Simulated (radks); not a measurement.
Question: Species: the sulfur ion S+. Configuration: [Ne] 3s2 3p(up 2, down 1) (spins set by hand, not the high-spin state). Calculated with a radial shooting solver on a logarithmic mesh with Libxc functionals: non-relativistic Kohn-Sham, SCAN, spin-polarised, spherical densities, point nucleus; meta-GGA in the generalised Kohn-Sham scheme. Some entries of the table are withheld. Estimate them.

orbital  occ.  eigenvalue (eV)  r(max) (bohr)
1s up       1        -2423.083        0.06374
1s down     1        -2422.862        0.06374
2s up       1        -227.1884         0.3892
2s down     1        -227.0650         0.3894
2p up       3        -171.2788         0.3267
2p down     3        -171.0313         0.3269
3s up       1              (1)          1.401
3s down     1              (2)          1.402
3p up       2              (3)          1.550
3p down     1              (4)          1.554

Answer: 
(1) 3s up eigenvalue (eV): -28.9291
(2) 3s down eigenvalue (eV): -27.4522
(3) 3p up eigenvalue (eV): -17.5966
(4) 3p down eigenvalue (eV): -16.2295
